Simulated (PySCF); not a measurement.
PySCF 2.14 output of an unrestricted LDA calculation on a single atom or ion in x2c-TZVPPall (6s5p4d2f1g, 64 functions), with scalar relativity by spin-free X2C-1e:

```
SCF conv_tol = 1e-09
number electrons alpha = 14  beta = 9
    P. A. M. Dirac.,  Math. Proc. Cambridge Philos. Soc. 26, 376 (1930)
    F. Bloch.,  Z. Phys. 57, 545 (1929)
    S. H. Vosko, L. Wilk, and M. Nusair.,  Can. J. Phys. 58, 1200 (1980)
cycle= 1 E= -946.972864014542  delta_E= -0.00993  |g|= 0.151  |ddm|= 0.388
cycle= 2 E= -946.941737828697  delta_E= 0.0311  |g|= 0.348  |ddm|= 0.383
cycle= 3 E= -946.981871893728  delta_E= -0.0401  |g|= 0.0247  |ddm|= 0.214
cycle= 4 E= -946.982168094612  delta_E= -0.000296  |g|= 0.00291  |ddm|= 0.0309
cycle= 5 E= -946.982171319227  delta_E= -3.22e-06  |g|= 5.86e-05  |ddm|= 0.00224
cycle= 6 E= -946.982171320032  delta_E= -8.05e-10  |g|= 2.19e-05  |ddm|= 2.51e-05
converged SCF energy = -946.982171320032  <S^2> = 8.7500825  2S+1 = 6.0000275
```

The run itself started from symmetry-adapted Hartree-Fock orbitals and held the occupation by maximum overlap, on a logarithmic radial grid, so the iterations belong to that start.

Task: Which element, charge and spin multiplicity is this?

Result: V (vanadium, neutral), multiplicity 6; the state was [Ar] 3d4 4s1, high-spin 6D determinant (an excited configuration).
